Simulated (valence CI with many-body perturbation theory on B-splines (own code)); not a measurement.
**Energy levels of Ta⁶⁷⁺**

Computed by valence CI with perturbative core correlation (CI+MBPT): four valence electrons over a frozen Dirac-Fock core [He], a basis of 11 s, 11 p, 9 d, 7 f, 5 g, 2 h, 1 i functions for each j, with the one-electron correlation potential Σ1 (screened to all orders), the two-electron term Σ2, the three-electron term Σ3, Breit, model QED; selected single and double excitations, second order for the rest (own B-spline code, finite nucleus).

The last digits are not significant, and no measured levels were compared; by estimate large intervals hold to a few tenths of a per cent, small ones and those within an open d or f shell to about a per cent. Among the levels kept, up to 270 cm⁻¹ of a level comes from second order outside the variational space, and about a tenth of that is noise between levels of different J, which matters for small intervals.

Levels 91 to 114 of 114, with energies above the lowest level, (2s^2 2p1/2^2) J=0. "Leading %" is the weight of the configuration and term that name the level; weights of strongly mixed levels are sums over their largest components and can fall short. In the jj column 3d3/2^4 stands for four electrons in 3d with j = 3/2. Lifetimes count E1, E2, E3, M1 and M2 decay at the calculated energies, and are blank where another channel may lead or the interval is too uncertain; long ones can be off by a factor of two.

| No. | Configuration | Term | J | E (eV) | Leading % | Lifetime | g | Second component | Leading jj |
| --- | --- | --- | --- | --- | --- | --- | --- | --- | --- |
| 91 | 2s2p²3d | ³G | 4 | 12252 | 34 | 44.3 fs | 1.133 | 20 % 2s2p²3d ⁵F | 2s 2p1/2 2p3/2 3d3/2 (97 %) |
| 92 | 2s2p²3d | ³D | 3 | 12261 | 32 | 659 as | 1.241 | 28 % 2s2p²3d ³F | 2s 2p1/2 2p3/2 3d3/2 (98 %) |
| 93 | 2s2p²3p | ³P° | 0 | 12263 | 80 | 49.8 fs |  | 20 % 2s2p²3p ¹S° | 2s 2p1/2 2p3/2 3p3/2 (100 %) |
| 94 | 2s2p²3p | ¹D° | 2 | 12267 | 42 | 4.44 fs | 1.089 | 22 % 2s2p²3p ³D° | 2s 2p1/2 2p3/2 3p3/2 (99 %) |
| 95 | 2s2p²3p | ³P° | 1 | 12267 | 32 | 4.11 fs | 1.368 | 32 % 2s2p²3p ³S° | 2s 2p1/2 2p3/2 3p3/2 (99 %) |
| 96 | 2s2p²3d | ³D | 2 | 12269 | 34 | 585 as | 1.311 | 19 % 2s2p²3d ⁵P | 2s 2p1/2 2p3/2 3d3/2 (98 %) |
| 97 | 2s2p²3p | ³P° | 1 | 12274 | 50 | 25.0 fs | 1.187 | 27 % 2s2p²3p ¹P° | 2s 2p1/2 2p3/2 3p3/2 (99 %) |
| 98 | 2s2p²3d | ³P | 1 | 12278 | 32 | 574 as | 1.760 | 31 % 2s2p²3d ⁵P | 2s 2p1/2 2p3/2 3d3/2 (98 %) |
| 99 | 2s2p²3d | ⁵D | 4 | 12306 | 45 | 25.1 fs | 1.368 | 35 % 2s2p²3d ⁵F | 2s 2p1/2 2p3/2 3d5/2 (99 %) |
| 100 | 2s2p²3d | ³F | 2 | 12315 | 68 | 3.92 fs | 0.882 | 15 % 2s2p²3d ⁵D | 2s 2p1/2 2p3/2 3d3/2 (80 %) |
| 101 | 2s2p²3d | ³G | 3 | 12323 | 49 | 8.53 fs | 0.887 | 25 % 2s2p²3d ¹F | 2s 2p1/2 2p3/2 3d3/2 (99 %) |
| 102 | 2s2p²3d | ¹P | 1 | 12323 | 27 | 1.80 fs | 0.753 | 26 % 2s2p²3d ³D | 2s 2p1/2 2p3/2 3d3/2 (84 %) |
| 103 | 2s2p²3d | ³P | 2 | 12333 | 39 | 1.02 fs | 1.253 | 26 % 2s2p²3d ³F | 2s 2p1/2 2p3/2 3d5/2 (80 %) |
| 104 | 2s2p²3d | ³F | 3 | 12337 | 43 | 502 as | 1.288 | 29 % 2s2p²3d ⁵P | 2s 2p1/2 2p3/2 3d5/2 (96 %) |
| 105 | 2s2p²3d | ³D | 1 | 12343 | 61 | 742 as | 0.885 | 12 % 2s2p²3d ³S | 2s 2p1/2 2p3/2 3d3/2 (83 %) |
| 106 | 2s2p²3d | ³G | 5 | 12346 | 63 | 7.20 ps | 1.247 | 37 % 2s2p²3d ⁵F | 2s 2p1/2 2p3/2 3d5/2 (100 %) |
| 107 | 2s2p²3d | ³F | 2 | 12349 | 31 | 504 as | 1.019 | 21 % 2s2p²3d ¹D | 2s 2p1/2 2p3/2 3d3/2 (92 %) |
| 108 | 2s2p²3d | ³P | 0 | 12356 | 84 | 446 as |  | 16 % 2s2p²3d ¹S | 2s 2p1/2 2p3/2 3d3/2 (97 %) |
| 109 | 2s2p²3d | ³D | 1 | 12361 | 58 | 566 as | 0.909 | 27 % 2s2p²3d ³P | 2s 2p1/2 2p3/2 3d5/2 (74 %) |
| 110 | 2s2p²3d | ³D | 3 | 12371 | 60 | 710 as | 1.251 | 18 % 2s2p²3d ¹F | 2s 2p1/2 2p3/2 3d5/2 (99 %) |
| 111 | 2s2p²3d | ³F | 4 | 12376 | 58 | 541 as | 1.200 | 23 % 2s2p²3d ¹G | 2s 2p1/2 2p3/2 3d5/2 (98 %) |
| 112 | 2s2p²3d | ¹D | 2 | 12382 | 43 | 760 as | 1.121 | 19 % 2s2p²3d ³D | 2s 2p1/2 2p3/2 3d5/2 (92 %) |
| 113 | 2s2p²3d | ¹P | 1 | 12394 | 50 | 690 as | 1.023 | 17 % 2s2p²3d ³D | 2s 2p1/2 2p3/2 3d5/2 (92 %) |
| 114 | 2s2p²3d | ³P | 0 | 12401 | 49 | 670 as |  | 47 % 2s2p²3d ¹S | 2s 2p1/2 2p3/2 3d5/2 (96 %) |
